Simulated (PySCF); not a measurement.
Molecule: C2H10GaNO, singlet. Atoms near the plane z = 0.6 Å, at the GFN2-xTB optimised geometry (x, y, z in Å): Ga1 (-0.1, -0.5, 0.0), C2 (1.9, -0.5, 0.0), H3 (2.3, 0.2, 0.7), H5 (2.3, -1.5, 0.2), C6 (-1.3, 1.2, 0.0), H7 (-2.3, 0.9, 0.2), H9 (-1.0, 1.9, 0.7).

Computed with PySCF with B3LYP/def2-TZVP. The values are rescaled to run from 0 to 1.

```
|55555555555555555555555555555|
|55555555555555555555555555555|
|55555555555555555555555555555|
|55555555555555555555555555555|
|55555555555555555555555555555|
|55555555555555555555555555555|
|55555555555555555555555555555|
|55555555555555555555555555555|
|55555555553045555555555555555|
|55555555553255555555555555555|
|55555555554455555555555555555|
|55555555555555555555555555555|
|55555555555555555555555555555|
|55555555555555555555404555555|
|55555555555568965555304555555|
|55555555555589995555445555555|
|55555555555579995555555555555|
|55555555555568865555555555555|
|55555555555555555555555555555|
|55555555555555555555555555555|
|55555555555555555555555555555|
|55555555555555555555555555555|
|55555555555555555555555555555|
|55555555555555555555555555555|
|55555555555555555555555555555|
|55555555555555555555555555555|
|55555555555555555555555555555|
|55555555555555555555555555555|
|55555555555555555555555555555|
```
Scale: ten equal steps from 0.000 (start of '0') to 1.00 (end of '9'), in the order '0123456789'; x runs from -4.50 to 4.50, y from -4.50 (bottom) to 4.50 (top).

Task: Which quantity is mapped?
A) electron localisation function
B) an orbital amplitude
C) Laplacian of the electron density
D) deformation density (molecule minus spherical neutral atoms)

Result: C, Laplacian of the electron density. In full: Laplacian of the electron density (e/bohr⁵), clipped to [-1.50, 1.50].
